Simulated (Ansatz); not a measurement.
Relaxation of a periodic cell of 24 atoms, CO₂ (contents 8 CO2, density as packed 1.11 g/cm³ with natural masses), to a largest force component of 0.3 eV/Å in at most 15 steps.

These are results of DFT PBE-D3(BJ), scalar-relativistic, plane waves, PAW in Ansatz, not measurements. Settings: accuracy low, cutoff 420 eV, k mesh 1x1x1, fermi-dirac smearing 0.02 eV, no spin polarisation.

```xyz
24
Lattice="8.0825 0.0000 0.0000 0.0000 8.0825 0.0000 0.0000 0.0000 8.0825" Properties=species:S:1:pos:R:3:forces:R:3
C 1.308 7.337 6.762 -0.06 -0.02 0.01
O 1.558 7.787 7.822 -0.10 -0.63 -0.97
O 1.058 6.886 5.702 0.03 0.31 0.98
C 2.234 1.877 2.150 -0.04 -0.60 0.64
O 1.829 2.102 3.234 0.23 -0.52 -0.78
O 2.640 1.653 1.067 -0.18 -0.16 1.33
C 4.857 0.189 7.293 -0.01 0.12 0.46
O 4.877 0.158 8.471 0.14 -0.06 -1.03
O 4.836 0.220 6.115 -0.03 -0.02 0.66
C 6.402 4.389 2.243 0.01 -0.03 0.28
O 5.658 4.685 3.108 0.68 -0.26 -0.79
O 7.146 4.093 1.378 -0.40 -0.17 0.71
C 4.978 5.056 7.136 -0.04 -0.12 -0.45
O 4.978 5.052 8.315 -0.30 0.21 -0.98
O 4.978 5.060 5.958 0.03 -0.02 1.12
C 1.342 6.654 2.671 0.20 0.20 0.24
O 2.279 6.984 3.305 -0.77 -0.15 -0.77
O 0.405 6.324 2.036 0.51 0.63 0.58
C 7.343 1.799 5.568 -0.17 0.11 -0.56
O 6.874 1.938 4.496 0.46 -0.09 0.95
O 7.812 1.660 6.640 -0.34 0.11 -0.56
C 2.325 4.096 0.918 -0.02 0.51 -0.61
O 2.322 4.435 2.047 0.34 -0.33 -1.09
O 2.328 3.758 -0.211 -0.17 0.98 0.64
```

Q: Where does it end, and by what steps?

A: The run converged. The threshold is loose, so the end isn't yet a minimum. The force dipped under the threshold on the way, but the program's further checks kept it going. Limits of this set-up: coarse k mesh, low accuracy level. After 13 steps the energy has fallen by 1.462 eV; O3 moved furthest, 1.53 Å.

```csv
step,energy less start (eV),largest force component (eV/Å),accepted
0,0.0000,1.326,yes
1,-0.6024,0.625,yes
2,-0.9010,0.577,yes
3,-1.0555,0.398,yes
4,-1.1268,1.668,yes
5,-1.2629,0.468,yes
6,-1.3067,1.422,yes
7,-1.3594,0.493,yes
8,-1.4033,0.068,yes
9,-1.4280,0.305,yes
10,-1.4454,0.304,yes
11,-1.4506,0.381,yes
12,-1.4625,0.210,yes
13,-1.4625,0.210,yes
```

```xyz
24
Lattice="8.0825 0.0000 0.0000 0.0000 8.0825 0.0000 0.0000 0.0000 8.0825" Properties=species:S:1:pos:R:3
C 0.625 7.066 7.096
O 1.537 7.337 7.776
O -0.292 6.788 6.419
C 2.751 2.058 3.139
O 2.604 2.442 4.235
O 2.889 1.671 2.042
C 5.181 0.541 7.679
O 5.715 0.598 8.720
O 4.653 0.493 6.633
C 6.394 3.711 1.694
O 5.439 3.792 2.366
O 7.346 3.630 1.012
C 5.434 4.828 6.487
O 5.096 5.385 7.462
O 5.768 4.262 5.521
C 0.565 6.941 3.010
O 1.399 7.342 3.730
O -0.276 6.544 2.296
C 7.599 1.842 5.072
O 7.453 1.798 3.911
O 7.752 1.873 6.231
C 2.243 4.415 0.564
O 2.306 4.757 1.682
O 2.183 4.079 -0.555
```

The run took 53 s on 1 thread of Arm Neoverse V1, with other jobs on the host, peak memory 0.49 GiB.
